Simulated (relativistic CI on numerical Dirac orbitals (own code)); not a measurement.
One change at a time: Pm⁵²⁺

Base calculation: Dirac-Coulomb-Breit CI, separate exchange-only KLI orbitals for each configuration, QED by a radiative potential, unscaled Slater integrals.

Configurations in the expansion (outside the closed core 1s2): 2s²2p⁵, 2s2p⁶, 2p⁶3s, 2p⁶3p, 2p⁶3d, 2s²2p⁴3s, 2s²2p⁴3p, 2s²2p⁴3d, 2s2p⁵3s, 2s2p⁵3p, 2s2p⁵3d, 2s²2p⁴4s, 2s²2p⁴4p, 2s²2p⁴4d, 2s²2p⁴4f, 2s2p⁵4s. Levels of other configurations are missing.

Variants: (1) Breit term removed; (2) QED terms removed. Shifts of the energy above 2s²2p⁵ ²P°3/2, in eV, for the lowest level and the first level of each name with at least 55 % of one term (blank where a level changes its place among those of its configuration and J or its character, or is not in the variant):

```tsv
Level	Base	Δ(1)	Δ(2)
2s²2p⁵ ²P°3/2	0.00	0.00	0.00
2s²2p⁵ ²P°1/2	577.87	+7.26	-0.85
2s2p⁶ ²S1/2	939.12	-1.30	+8.31
2s²2p⁴3s ⁴P5/2	5627.41	+9.97	-1.61
2s²2p⁴3s ²P3/2	5636.11	+9.66	-1.60
2s²2p⁴3s ²S1/2	5676.22	+5.19	-1.58
2s²2p⁴3p ²P°1/2	5775.41	+2.89	+0.95
2s²2p⁴3p ⁴D°7/2	5889.08	+10.37	+0.69
2s²2p⁴3d ⁴F9/2	6043.29	+12.60	+0.96
2s²2p⁴3d ²D3/2	6050.81	+6.41	+1.07
2s²2p⁴3d ²P1/2	6054.38	+11.21	+0.97
2s²2p⁴3s ⁴P3/2	6205.62	+15.15	-2.44
2s²2p⁴3s ²P1/2	6213.21	+15.20	-2.44
2s²2p⁴3s ²D5/2	6224.94	+19.58	-2.44
2s²2p⁴3s ²D3/2	6229.23	+19.03	-2.44
2s²2p⁴3p ²F°7/2	6483.59	+20.21	-0.15
2s2p⁵3s ⁴P°5/2	6523.22	+10.96	+6.00
2s2p⁵3s ²P°3/2	6539.98	+9.50	+6.50
2s²2p⁴3d ⁴D1/2	6576.36	+14.86	+0.23
2s2p⁵3s ²P°1/2	6592.71	+8.66	+6.46
2s²2p⁴3d ²G7/2	6600.32	+21.23	+0.22
2s²2p⁴3d ²G9/2	6637.84	+22.14	+0.12
```

At this charge energies of transitions that change n are usually good to better than 1 %, and those within a shell (Δn = 0) to a few per cent.

Ionisation energy from the two ground configurations alone: base 10377.7 eV; Breit term removed 10390.6 eV. The NIST ASD value (theoretical) is 10378 eV.

LS names give the leading component of a level, which can be under half, so a name can repeat, a term be missing and a line seem to break the LS rules.
